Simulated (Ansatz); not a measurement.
# Nudged elastic band run: AlH5O2Si

input.yaml

```yaml
crystal:
  periodic: [false, false, false]
  atoms:
    - { symbol: Al, position_ang: [0.355724, -0.077689, 0.12781] }
    - { symbol: O, position_ang: [0.954357, 0.087228, 1.716924] }
    - { symbol: H, position_ang: [0.432855, -0.179952, 2.483776] }
    - { symbol: H, position_ang: [1.283167, 0.384593, -1.050558] }
    - { symbol: O, position_ang: [-1.195187, -0.721207, -0.147528] }
    - { symbol: Si, position_ang: [-2.60122, -1.295141, -0.772355] }
    - { symbol: H, position_ang: [-3.000809, -2.548419, -0.075474] }
    - { symbol: H, position_ang: [-3.69165, -0.29599, -0.601899] }
    - { symbol: H, position_ang: [-2.464438, -1.595123, -2.225197] }
basis:
  gaussian: { orbitals: "6-31G*" }
hamiltonian:
  xc: b3lyp
neb:
  order_check: false
  images: 5
  f_tol: 0.05
  max_iterations: 60
  final_atoms:
    - { symbol: Al, position_ang: [0.39528598, 0.07656379, -1.11287008] }
    - { symbol: O, position_ang: [0.82417546, 0.33913853, 1.0481509] }
    - { symbol: H, position_ang: [0.03623263, -0.17843633, 1.31474483] }
    - { symbol: H, position_ang: [1.60464164, -0.08840867, 1.43963782] }
    - { symbol: O, position_ang: [-1.07043319, -0.63320637, -0.37874014] }
    - { symbol: Si, position_ang: [-2.56193136, -1.2789885, -0.65393237] }
    - { symbol: H, position_ang: [-2.68271147, -2.61432854, -0.00022816] }
    - { symbol: H, position_ang: [-3.63292235, -0.40776542, -0.09290684] }
    - { symbol: H, position_ang: [-2.83953834, -1.45626849, -2.10835694] }
  initial_path:
    images:
      - { positions_ang: [[0.355724, -0.077689, 0.12781], [0.954357, 0.087228, 1.716924], [0.432855, -0.179952, 2.483776], [1.283167, 0.384593, -1.050558], [-1.195187, -0.721207, -0.147528], [-2.60122, -1.295141, -0.772355], [-3.000809, -2.548419, -0.075474], [-3.69165, -0.29599, -0.601899], [-2.464438, -1.595123, -2.225197]] }
      - { positions_ang: [[0.23556204, -0.04961262, 0.08867609], [1.05853264, 0.05507238, 1.65394374], [0.40844709, -0.22074696, 2.27626707], [1.43583907, 0.26139754, -0.62306976], [-1.3124489, -0.47737905, -0.39113586], [-2.63002878, -1.27086159, -0.79291055], [-2.75965656, -2.44273121, -0.00426886], [-3.78903078, -0.42170185, -0.55023251], [-2.57441682, -1.67513665, -2.20177036]] }
      - { positions_ang: [[0.11540008, -0.02153623, 0.04954217], [1.16270829, 0.02291675, 1.59096349], [0.38403918, -0.26154192, 2.06875814], [1.58851113, 0.13820209, -0.19558152], [-1.4297108, -0.23355111, -0.63474372], [-2.65883756, -1.24658218, -0.81346611], [-2.51850412, -2.33704342, 0.06693629], [-3.88641156, -0.54741369, -0.49856602], [-2.68439564, -1.75515029, -2.17834371]] }
      - { positions_ang: [[-0.00476188, 0.00654015, 0.01040826], [1.26688393, -0.00923887, 1.52798323], [0.35963127, -0.30233688, 1.8612492], [1.7411832, 0.01500663, 0.23190672], [-1.5469727, 0.01027684, -0.87835159], [-2.68764633, -1.22230277, -0.83402166], [-2.27735168, -2.23135563, 0.13814143], [-3.98379235, -0.67312554, -0.44689953], [-2.79437446, -1.83516394, -2.15491707]] }
      - { positions_ang: [[0.12858741, 0.02988137, -0.36401785], [1.11931444, 0.10688693, 1.36803912], [0.25183172, -0.2610367, 1.67908108], [1.69566935, -0.01946514, 0.63448375], [-1.3881262, -0.20421756, -0.71181444], [-2.64574134, -1.24119801, -0.7739919], [-2.41247161, -2.35901326, 0.09201823], [-3.86683568, -0.58467216, -0.32890197], [-2.80942909, -1.70886546, -2.13939703]] }
      - { positions_ang: [[0.2619367, 0.05322258, -0.73844397], [0.97174495, 0.22301273, 1.20809501], [0.14403218, -0.21973651, 1.49691295], [1.65015549, -0.05393691, 1.03706079], [-1.2292797, -0.41871197, -0.54527729], [-2.60383635, -1.26009326, -0.71396214], [-2.54759154, -2.4866709, 0.04589503], [-3.74987901, -0.49621879, -0.21090441], [-2.82448372, -1.58256698, -2.12387698]] }
      - { positions_ang: [[0.39528598, 0.07656379, -1.11287008], [0.82417546, 0.33913853, 1.0481509], [0.03623263, -0.17843633, 1.31474483], [1.60464164, -0.08840867, 1.43963782], [-1.07043319, -0.63320637, -0.37874014], [-2.56193136, -1.2789885, -0.65393237], [-2.68271147, -2.61432854, -0.00022816], [-3.63292235, -0.40776542, -0.09290684], [-2.83953834, -1.45626849, -2.10835694]] }
```

Launched with:

```bash
$ ansatz run input.yaml --threads 1 --pin off --max-ram 2048MiB --backend cpu --events-out ev --progress --plain --runs-dir out
```

Output, in part (warnings, iteration lines, the closing report on the highest movable image, with atoms numbered from 0):

```
NEB end point (image 0): max|allowed force component| = 1.282e-2 eV/Å (the criterion of neb.relax_end_points is 1.000e-2)
NEB end point (image 6): max|allowed force component| = 2.931e-2 eV/Å (the criterion of neb.relax_end_points is 1.000e-2)
NEB iter   1: max|band force component| = 2.330e1 eV/Å  barrier→ = 5.0342 eV  barrier← = 3.4821 eV  Δτ_max = 0.1940 Å  (175 SCF iters)
NEB iter   2: max|band force component| = 2.836e0 eV/Å  barrier→ = 4.0978 eV  barrier← = 2.5457 eV  Δτ_max = 0.2000 Å  (147 SCF iters)
NEB iter   3: max|band force component| = 2.600e0 eV/Å  barrier→ = 3.3356 eV  barrier← = 1.7835 eV  Δτ_max = 0.2000 Å  (143 SCF iters)
NEB iter   4: max|band force component| = 1.142e0 eV/Å  barrier→ = 2.8895 eV  barrier← = 1.3373 eV  Δτ_max = 0.2000 Å  (139 SCF iters)
NEB iter   5: max|band force component| = 1.673e0 eV/Å  barrier→ = 2.7362 eV  barrier← = 1.1841 eV  CI = image 3  Δτ_max = 0.1954 Å  (135 SCF iters)
NEB iter   6: max|band force component| = 6.324e-1 eV/Å  barrier→ = 3.0327 eV  barrier← = 1.4806 eV  CI = image 3  Δτ_max = 0.0802 Å  (137 SCF iters)
NEB iter   7: max|band force component| = 4.357e-1 eV/Å  barrier→ = 3.0184 eV  barrier← = 1.4662 eV  CI = image 3  Δτ_max = 0.0809 Å  (130 SCF iters)
NEB iter   8: max|band force component| = 1.755e-1 eV/Å  barrier→ = 3.0136 eV  barrier← = 1.4615 eV  CI = image 3  Δτ_max = 0.1720 Å  (130 SCF iters)
NEB iter   9: max|band force component| = 2.869e-1 eV/Å  barrier→ = 2.9998 eV  barrier← = 1.4477 eV  CI = image 3  Δτ_max = 0.0871 Å  (131 SCF iters)
NEB iter  10: max|band force component| = 1.277e-1 eV/Å  barrier→ = 2.9903 eV  barrier← = 1.4382 eV  CI = image 3  Δτ_max = 0.1714 Å  (127 SCF iters)
NEB iter  11: max|band force component| = 3.446e-1 eV/Å  barrier→ = 2.9802 eV  barrier← = 1.4281 eV  CI = image 3  Δτ_max = 0.0870 Å  (130 SCF iters)
NEB iter  12: max|band force component| = 1.162e-1 eV/Å  barrier→ = 2.9738 eV  barrier← = 1.4217 eV  CI = image 3  Δτ_max = 0.1204 Å  (131 SCF iters)
NEB iter  13: max|band force component| = 1.304e-1 eV/Å  barrier→ = 2.9691 eV  barrier← = 1.4170 eV  CI = image 3  Δτ_max = 0.0599 Å  (133 SCF iters)
NEB iter  14: max|band force component| = 1.422e-1 eV/Å  barrier→ = 2.9654 eV  barrier← = 1.4133 eV  CI = image 3  Δτ_max = 0.0300 Å  (126 SCF iters)
NEB iter  15: max|band force component| = 1.109e-1 eV/Å  barrier→ = 2.9628 eV  barrier← = 1.4106 eV  CI = image 3  Δτ_max = 0.0300 Å  (127 SCF iters)
NEB iter  16: max|band force component| = 9.713e-2 eV/Å  barrier→ = 2.9606 eV  barrier← = 1.4085 eV  CI = image 3  Δτ_max = 0.0300 Å  (129 SCF iters)
NEB iter  17: max|band force component| = 9.627e-2 eV/Å  barrier→ = 2.9585 eV  barrier← = 1.4064 eV  CI = image 3  Δτ_max = 0.0301 Å  (127 SCF iters)
NEB iter  18: max|band force component| = 7.631e-2 eV/Å  barrier→ = 2.9567 eV  barrier← = 1.4046 eV  CI = image 3  Δτ_max = 0.0301 Å  (129 SCF iters)
NEB iter  19: max|band force component| = 9.954e-2 eV/Å  barrier→ = 2.9551 eV  barrier← = 1.4029 eV  CI = image 3  Δτ_max = 0.0150 Å  (129 SCF iters)
NEB iter  20: max|band force component| = 9.261e-2 eV/Å  barrier→ = 2.9544 eV  barrier← = 1.4023 eV  CI = image 3  Δτ_max = 0.0150 Å  (122 SCF iters)
NEB iter  21: max|band force component| = 6.305e-2 eV/Å  barrier→ = 2.9538 eV  barrier← = 1.4016 eV  CI = image 3  Δτ_max = 0.0150 Å  (122 SCF iters)
NEB iter  22: max|band force component| = 5.112e-2 eV/Å  barrier→ = 2.9532 eV  barrier← = 1.4011 eV  CI = image 3  Δτ_max = 0.0150 Å  (120 SCF iters)
NEB iter  23: max|band force component| = 6.083e-2 eV/Å  barrier→ = 2.9528 eV  barrier← = 1.4006 eV  CI = image 3  Δτ_max = 0.0075 Å  (120 SCF iters)
NEB iter  24: max|band force component| = 3.706e-2 eV/Å  barrier→ = 2.9526 eV  barrier← = 1.4004 eV  CI = image 3  Δτ_max = 0.0075 Å  (111 SCF iters)
NEB iter  25: max|band force component| = 4.038e-2 eV/Å  barrier→ = 2.9524 eV  barrier← = 1.4003 eV  CI = image 3  Δτ_max = 0.0000 Å  (158 SCF iters)
Total energy: -18650.86673748 eV, -685.4067105907 hartree
Atom 0 at     0.249530     0.006960    -0.336367 Å, force    -0.000269     0.003084    -0.003675 eV/Å
Atom 1 at     0.904270     0.403325     1.346700 Å, force    -0.004391     0.010160     0.009195 eV/Å
Atom 2 at     0.864624    -0.154210     2.154485 Å, force    -0.001396    -0.004548    -0.003127 eV/Å
Atom 3 at     1.825802     0.119902     0.369626 Å, force     0.003842     0.000475    -0.005093 eV/Å
Atom 4 at    -1.341308    -0.620687    -0.396736 Å, force     0.007698    -0.017912     0.003643 eV/Å
Atom 5 at    -2.765581    -1.327655    -0.821727 Å, force    -0.003566     0.003848    -0.000302 eV/Å
Atom 6 at    -2.897279    -2.659774    -0.168552 Å, force    -0.001891     0.001266     0.000326 eV/Å
Atom 7 at    -3.914665    -0.482663    -0.396534 Å, force     0.000359     0.001847    -0.000350 eV/Å
Atom 8 at    -2.852594    -1.526897    -2.295396 Å, force    -0.000387     0.001778    -0.000617 eV/Å
Dipole moment:     0.041306    -0.172541     0.258157 e Å
```

The run converged. The band force fell under the threshold earlier too, but the program's further tests of the path sent the band on. Neighbouring images differ by up to 2.0 eV, so the band resolves the path poorly. A vibrational analysis at the climbing image gives one clearly imaginary mode, 1420i cm⁻¹: a first-order saddle point. The orbitals stay closed-shell, which can raise the energy where a bond breaks towards radicals; this wasn't checked here.

Final band (atoms are numbered from 1 in the order of the input):

```
image  path coordinate (Å)  energy (eV)  Al1–H4 (Å)  O2–H4 (Å)
    0                 0.00         0.00        1.57       2.80
    1                 0.86         0.10        1.56       2.68
    2                 1.73         0.93        1.57       2.29
    3                 2.59         2.95        1.73       1.37
    4                 3.40         1.70        2.48       0.98
    5                 4.20         1.58        2.77       0.97
    6                 5.01         1.55        2.83       0.97
```

Time of the run: 11 min on 1 thread of Arm Neoverse N1, with other jobs on the host, peak memory 0.16 GiB.
